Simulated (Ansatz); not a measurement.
The first iterations of a band of C3H8Cl2Si (14 atoms, charge 0, multiplicity 1).

Level of theory: Ansatz, RKS r2SCANh-D4/STO-3G.

```yaml
movable_images: 9
climbing_image: yes
spring: 5.0 eV/Å²
optimiser: quadratic models (default)
start_path: through a guess of the saddle point
force_threshold: 0.05 eV/Å
iteration_limit: 6
end_points: relaxed
```

Image 0:

```xyz
14
Properties=species:S:1:pos:R:3
C -1.300 -0.347 1.861
Si 0.064 -0.760 0.664
C 0.130 0.563 -0.713
C 1.232 0.352 -1.780
Cl -1.510 0.603 -1.594
Cl 0.416 2.229 0.073
H -1.358 -1.094 2.657
H -2.267 -0.317 1.351
H -1.130 0.629 2.321
H 1.365 -0.753 1.288
H -0.154 -2.022 -0.001
H 1.078 -0.615 -2.277
H 1.206 1.151 -2.531
H 2.216 0.352 -1.290
```

Image 10:

```xyz
14
Properties=species:S:1:pos:R:3
C -1.288 -0.334 1.870
Si 0.134 -0.696 0.724
C 0.089 0.520 -0.748
C 1.212 0.334 -1.799
Cl -1.543 0.337 -1.627
Cl 0.211 2.260 -0.092
H -1.274 -1.006 2.732
H -2.243 -0.461 1.355
H -1.236 0.693 2.239
H 1.415 -0.508 1.363
H 0.058 -2.020 0.156
H 1.113 1.068 -2.608
H 2.189 0.463 -1.315
H 1.150 -0.678 -2.222
```

| iteration | highest image above the first end (eV) | largest band force component (eV/Å) |
| --- | --- | --- |
| 1 | 5.804 | 16.263 |
| 2 | 1.954 | 8.224 |

Q: Does the band converge within its limit, and where does its top end?

A: It did not converge within its limit. It ended after 6 iterations with the highest image 0.171 eV above the first end. The band didn't meet its force threshold, so its energies are provisional: the largest band force was still 0.09 eV/Å, and over the last iterations the top stayed at 0.18 eV. Limits of this set-up: minimal basis.

Time of the run: 2.2 min on 1 thread of AMD EPYC 9R45 96-Core Processor (Zen 5), on a shared host, peak memory 0.19 GiB.
